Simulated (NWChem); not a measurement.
System: C3H5BF2; SMILES C=CB(F)CF

NWChem input:

```
start job
memory heap 200 mb stack 900 mb global 1100 mb
geometry units angstroms noautoz
  C     -0.053797    -2.583751     0.000000
  C     -0.717118    -1.417565     0.000000
  B      0.035924    -0.056311     0.000000
  F      1.363992    -0.054459     0.000000
  C     -0.727749     1.322246     0.000000
  F      0.098690     2.417073     0.000000
  H      1.041647    -2.606475     0.000000
  H     -0.562649    -3.553827     0.000000
  H     -1.814054    -1.443152     0.000000
  H     -1.400140     1.366522    -0.880757
  H     -1.400140     1.366522     0.880757
end
basis spherical
  C library 6-311g**
  B library 6-311g**
  F library 6-311g**
  H library 6-311g**
end
dft
  xc pbe0
  iterations 150
  mulliken
end
task dft energy
```

Output (shortened):

```
             Northwest Computational Chemistry Package (NWChem) 7.3.0
             --------------------------------------------------------

 CS  symmetry detected

                             Geometry "geometry" -> ""
                             -------------------------

 Output coordinates in angstroms (scale by  1.889725989 to convert to a.u.)

  No.       Tag          Charge          X              Y              Z
 ---- ---------------- ---------- -------------- -------------- --------------
    1 C                    6.0000    -0.02069497    -2.58513760     0.00000000
    2 C                    6.0000    -0.70100129    -1.42877786     0.00000000
    3 B                    5.0000     0.03205088    -0.05665571     0.00000000
    4 F                    9.0000     1.35994974    -0.03538000     0.00000000
    5 C                    6.0000    -0.75170278     1.31058460     0.00000000
    6 F                    9.0000     0.05863523     2.41738173     0.00000000
    7 H                    1.0000     1.07496421    -2.59183755     0.00000000
    8 H                    1.0000    -0.51530451    -3.56255215     0.00000000
    9 H                    1.0000    -1.79744574    -1.47040557     0.00000000
   10 H                    1.0000    -1.42466943     1.34502168    -0.88075700
   11 H                    1.0000    -1.42466943     1.34502168     0.88075700

 Effective nuclear repulsion energy (a.u.)     208.9616981591

      Symmetry information
      --------------------

 Group name             Cs
 Group number              2
 Group order               2
 No. of unique centers    10

                                 NWChem DFT Module
                                 -----------------

 Summary of "ao basis" -> "ao basis" (spherical)
 ------------------------------------------------------------------------------
       Tag                 Description            Shells   Functions and Types
 ---------------- ------------------------------  ------  ---------------------
 C                          6-311g**                 8       18   4s3p1d
 B                          6-311g**                 8       18   4s3p1d
 F                          6-311g**                 8       18   4s3p1d
 H                          6-311g**                 4        6   3s1p

      Symmetry analysis of basis
      --------------------------

        a'         99
        a"         39

            General Information
            -------------------
          SCF calculation type: DFT
          Wavefunction type:  closed shell.
          No. of atoms     :    11
          No. of electrons :    46
           Alpha electrons :    23
            Beta electrons :    23
          Charge           :     0
          Spin multiplicity:     1
          Use of symmetry is: on ; symmetry adaption is: on
          Maximum number of iterations: 150
          AO basis - number of functions:   138
                     number of shells:    68
          Convergence on energy requested:  1.00D-06
          Convergence on density requested:  1.00D-05
          Convergence on gradient requested:  5.00D-04

              XC Information
              --------------
                         PBE0 Method XC Functional
                     Hartree-Fock (Exact) Exchange  0.250
          PerdewBurkeErnzerhof Exchange Functional  0.750
            Perdew 1991 LDA Correlation Functional  1.000 local
           PerdewBurkeErnz. Correlation Functional  1.000 non-local

             Grid Information
             ----------------
          Grid used for XC integration:  medium
          Radial quadrature: Mura-Knowles
          Angular quadrature: Lebedev.
          Tag              B.-S. Rad. Rad. Pts. Rad. Cut. Ang. Pts.
          ---              ---------- --------- --------- ---------
          C                   0.70       49          12.0       434
          B                   0.85       49          11.0       434
          F                   0.50       49          14.0       434
          H                   0.35       45          13.0       434
          Grid pruning is: on
          Number of quadrature shells:   474
          Spatial weights used:  Erf1

      Superposition of Atomic Density Guess
      -------------------------------------

 Sum of atomic energies:        -338.84848476

      Non-variational initial energy
      ------------------------------

 Total energy =    -341.473547
 1-e energy   =    -879.504424
 2-e energy   =     329.069179
 HOMO         =      -0.331902
 LUMO         =      -0.049014

      Symmetry analysis of molecular orbitals - initial
      -------------------------------------------------

  Numbering of irreducible representations:

     1 a'          2 a"

  Orbital symmetries:

     1 a'          2 a'          3 a'          4 a'          5 a'
     6 a'          7 a'          8 a'          9 a'         10 a'
    11 a'         12 a'         13 a'         14 a'         15 a"
    16 a"         17 a'         18 a'         19 a'         20 a"
    21 a'         22 a"         23 a'         24 a"         25 a'
    26 a"         27 a'         28 a'         29 a'         30 a"
    31 a'         32 a'         33 a'

     ---------------------------------------------
      Total Density - Mulliken Population Analysis
     ---------------------------------------------

[...]
```

Level: PBE0/6-311G** (spherical d). Coordinates come from a PBE0/def2-SVP optimisation.
